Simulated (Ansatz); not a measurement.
Basis-set extrapolation for C₃H₉BSi (`CC1BC[SiH2]1`) (PBE0-D4/def2-TZVP geometry, frozen core, the Gaussian-basis code of Ansatz). Multiplicity 1, RHF reference.

```
                      def2-TZVPP   def2-QZVPP
                 HF  -432.498112  -432.513784
    MP2 correlation    -0.746133    -0.793509
CCSD(T) correlation    -0.835991      not run
```

Energies in hartree. Use E(X) = E(∞) + A·exp(−7.88·√X) for Hartree–Fock and E(X) = E(∞) + B·X^(−2.97) for correlation, with X = 3 and 4, and add CCSD(T) minus MP2 of the smaller set to the MP2 limit.

Q: What is the CCSD(T) energy at the basis-set limit?

A: HF limit: -432.513784 + (-0.015672) × 0.13774 = -432.51594. MP2 limit: -0.793509 + (-0.047376) × 0.74074 = -0.82860. Higher-order term: -0.835991 − (-0.746133) = -0.08986. Total: -433.43440 hartree, 62.9 kcal/mol below CCSD(T)/def2-TZVPP.
